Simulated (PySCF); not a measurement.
A structure optimised at PBE-D3(BJ)/def2-SVP, used in a PySCF frequency run:

```xyz
13

Si     0.0071    -0.5200    -1.5565
N     -0.0796     0.2930     0.0000
C      0.0199     1.7571     0.0000
Si     0.0071    -0.5200     1.5565
H     -1.0084     0.0910    -2.4889
H      1.3559    -0.3818    -2.2236
H     -0.2812    -1.9775    -1.3421
H     -0.4830     2.1897    -0.8924
H     -0.4830     2.1897     0.8924
H      1.0726     2.1248     0.0000
H     -1.0084     0.0910     2.4889
H     -0.2812    -1.9775     1.3421
H      1.3559    -0.3818     2.2236
```
Charge 0, spin multiplicity 1.

**Question.** Write its SMILES, formula and point group.

**Answer.** CN([SiH3])[SiH3], CH9NSi2, Cs

**Question.** What are its rotational constants (standard atomic weights)?

**Answer.** 6.0534, 2.9483, 2.1091 GHz
